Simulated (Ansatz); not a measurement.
Cost and result for the atomization energy of CH4GeO2S, SMILES `[OH][Ge]1([SH])[CH2][O]1` (9 atoms, 9 bonds).

```csv
atom,x (Å),y (Å),z (Å)
O1,-1.775,0.968,0.587
Ge2,-0.188,0.311,0.203
S3,1.338,1.833,0.632
C4,0.042,-1.401,-0.549
O5,0.001,-1.336,0.906
H6,-1.810,1.919,0.453
H7,2.198,1.322,-0.265
H8,1.002,-1.708,-0.965
H9,-0.808,-1.909,-1.003
```

Charge 0, multiplicity 1. Correlated methods include outer-core shells of Ge, which these sets cover unevenly. Scalar relativity is left out up to krypton. Geometry: relaxed with PBE0-D4/def2-TZVP. It is one conformer, not always the lowest. Program: Ansatz. All runs use 4 threads of an Arm Neoverse V1 on a shared host. Times are those of one run each, without the atoms' runs, and a repeat can differ threefold. Electronic energies, without spin–orbit coupling; frozen cores. CCSD(T)/CBS adds CCSD(T) − MP2 in def2-TZVPP to the MP2 limit, and its time is that of the two runs behind it. T1 = 0.013. With those shells the extrapolation isn't a true limit. B3LYP takes the VWN-RPA correlation (the form of Gaussian; ORCA's B3LYP/G).

CCSD(T)/CBS is a level of theory with its own doubt, some kJ/mol a heavy atom from the limit and from the frozen cores, so smaller differences don't rank the functionals.

```
                            level  functions  wall time
           LDA (SPW92)/def2-TZVPP        239      1.3 s
             revPBE-D4/def2-TZVPP        239      2.1 s
               BLYP-D4/def2-TZVPP        239      2.1 s
  PBE-D4/def2-TZVPP (with forces)        239      2.5 s
               PBE0-D4/def2-TZVPP        239      3.6 s
              BHLYP-D4/def2-TZVPP        239      3.9 s
B3LYP-D4/def2-TZVPP (with forces)        239      5.5 s
               ωB97X-V/def2-TZVPP        239      8.5 s
                 CCSD(T)/def2-SVP        112      8.5 s
 ωB97M-V/def2-TZVPP (with forces)        239       12 s
                   MP2/def2-QZVPP        450       24 s
               CCSD(T)/def2-TZVPP        239    3.7 min
                CCSD(T)/CBS(def2)          –    4.1 min
```

Task: What atomization energy does each give, and how far from CCSD(T)/CBS? (Estimate.)

Result: The calculation gave: 
| level | atomization (kcal/mol) | difference from CCSD(T)/CBS | per bond |
| --- | --- | --- | --- |
| LDA (SPW92)/def2-TZVPP | 885.9 | 134.7 | 15.0 |
| revPBE-D4/def2-TZVPP | 744.8 | -6.4 | -0.7 |
| BLYP-D4/def2-TZVPP | 745.5 | -5.7 | -0.6 |
| PBE-D4/def2-TZVPP (with forces) | 769.7 | 18.5 | 2.1 |
| PBE0-D4/def2-TZVPP | 744.5 | -6.7 | -0.7 |
| BHLYP-D4/def2-TZVPP | 704.0 | -47.2 | -5.2 |
| B3LYP-D4/def2-TZVPP (with forces) | 739.2 | -12.0 | -1.3 |
| ωB97X-V/def2-TZVPP | 750.3 | -0.9 | -0.1 |
| CCSD(T)/def2-SVP | 685.3 | -65.9 | -7.3 |
| ωB97M-V/def2-TZVPP (with forces) | 747.0 | -4.2 | -0.5 |
| MP2/def2-QZVPP | 763.9 | 12.7 | 1.4 |
| CCSD(T)/def2-TZVPP | 727.7 | -23.5 | -2.6 |
| CCSD(T)/CBS(def2) | 751.2 | 0.0 | 0.0 |

From BLYP to BHLYP (50 % exact exchange), in def2-TZVPP and without D4, the atomization energy moves by −37.3 kcal/mol: exact exchange takes away binding that semilocal exchange gives to molecules. Leaving LDA and LC-ωPBE aside and taking each functional with its dispersion term where it has one, the values spread over 65.7 kcal/mol, from BHLYP-D4 to PBE-D4. LDA lies +121.0 kcal/mol from PBE without D4, its usual overbinding. In def2-TZVPP, CCSD(T) changes the Hartree–Fock value by +244.3 kcal/mol (the triples alone add +18.0 kcal/mol) and MP2 by +266.6 kcal/mol; breaking electron pairs costs correlation energy, which Hartree–Fock lacks.

For some Ge, Se and Sn compounds the MP2-based and the directly extrapolated limit differ by 10 to 25 kJ/mol.
